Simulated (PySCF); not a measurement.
Predicted microwave data (CAM-B3LYP/def2-SVPD in PySCF (dipole) on a GFN2-xTB geometry, gas phase) for one isomer of C5H6OP2:

* Rotational constants: A = 2783, B = 1150, C = 818.2 MHz
* Dipole components: |μa| = 1.06 D, |μb| = 0.82 D, |μc| = 0.00 D
* Inertial defect: -3.20 u·Å²
* κ: -0.66

Question: Which structure is it? (One computed conformer of each.)
A. `[CH3:1][O:2][c:3]1[cH:4][p:5][cH:6][p:7][cH:8]1` with C1–O2–C3–C4 -1°
B. `[CH3:1][O:2][c:3]1[cH:4][cH:5][p:6][cH:7][p:8]1` with C1–O2–C3–C4 180°
C. `[CH3:1][O:2][c:3]1[cH:4][p:5][cH:6][cH:7][p:8]1` with C1–O2–C3–C4 179°

Answer: C. It is COc1cpccp1, an asymmetric top, point group Cs. The candidates at the same level (rigid rotor, commonest isotopes):

| SMILES | A (MHz) | B (MHz) | C (MHz) | μa (D) | μb (D) | μc (D) | Δ (u·Å²) | point group | rotor |
| --- | --- | --- | --- | --- | --- | --- | --- | --- | --- |
| COc1cpccp1 | 2783 | 1150 | 818.2 | 1.06 | 0.82 | 0.00 | -3.20 | Cs | asymmetric top |
| COc1cpcpc1 | 2443 | 1133 | 778.1 | 2.21 | 0.79 | 0.00 | -3.24 | Cs | asymmetric top |
| COc1ccpcp1 | 3270 | 1057 | 802.9 | 1.65 | 0.28 | 0.00 | -3.20 | Cs | asymmetric top |

`COc1cpcpc1` has A 12 % too low; `COc1ccpcp1` has A 17 % too high. In the right answer the mirror of this Cs structure is the ab plane, so μc vanishes by symmetry (the 0.02 D computed is a residue). No structure here is proved a minimum.
